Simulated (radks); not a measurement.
Question: All-electron atom: Mo4+ in [Ar] 3d10 4s2 4p5 4d2 5p1 (not the ground configuration). Calculated with a radial shooting solver on a logarithmic mesh with Libxc functionals: Dirac Kohn-Sham, exchange-only LDA, spin-unpolarised, spherical densities, point nucleus; open shells are shared between the two j in proportion to 2j + 1. Some entries of the table are withheld. Estimate them.

orbital,occ.,eigenvalue (Ry),<r> (bohr)
1s1/2,2,-1458.364,0.03520
2s1/2,2,-209.5771,0.1536
2p1/2,2,-193.2671,0.1308
2p3/2,4,-185.4487,0.1354
3s1/2,2,(1),(2)
3p1/2,2,-32.84816,0.4236
3p3/2,4,-31.55757,0.4342
3d3/2,4,(3),0.4128
3d5/2,6,(4),0.4163
4s1/2,2,-8.60000,1.075
4p1/2,1.66667,-6.75728,1.157
4p3/2,3.33333,-6.54985,1.182
4d3/2,0.8,-3.73811,1.459
4d5/2,1.2,-3.71156,1.468
5p1/2,0.333333,-2.34207,(5)
5p3/2,0.666667,-2.30025,(6)

Answer: 
(1) 3s1/2 eigenvalue (Ry): -39.05725
(2) 3s1/2 <r> (bohr): 0.4293
(3) 3d3/2 eigenvalue (Ry): -20.54101
(4) 3d5/2 eigenvalue (Ry): -20.29609
(5) 5p1/2 <r> (bohr): 2.735
(6) 5p3/2 <r> (bohr): 2.780
